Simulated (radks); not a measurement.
Species: the tantalum ion Ta+. Configuration: [Xe] 4f14 5d2 6s2 (not the ground configuration). All-electron calculation, Dirac Kohn-Sham, LDA (Slater exchange, Perdew-Wang correlation), spin-unpolarised, spherical densities, finite nucleus; open shells are shared between the two j in proportion to 2j + 1; Fermi nuclear charge, rms radius 5.3507 fm. Program: a radial shooting solver on a logarithmic mesh with Libxc functionals.

Spin-orbit splittings of the eigenvalues, e(l+1/2) - e(l-1/2), with zeta = 2 splitting/(2l+1) and mean radii in bohr:

shell  occ.  splitting (eV)  zeta (eV)  <r> j=l-1/2  <r> j=l+1/2
2p        6            1269      845.8      0.06489      0.07273
3p        6           273.1      182.0       0.1944       0.2090
3d       10           59.53      23.81       0.1830       0.1875
4p        6               ?          ?       0.4646       0.4979
4d       10           11.59      4.637       0.5167       0.5283
4f       14           1.987     0.5678       0.6329       0.6437
5p        6           8.936      5.957        1.214        1.319
5d        2          0.7056     0.2822        1.975        2.042

Estimate the 4p splitting.

Answer. 63.10 eV (zeta = 42.07 eV).
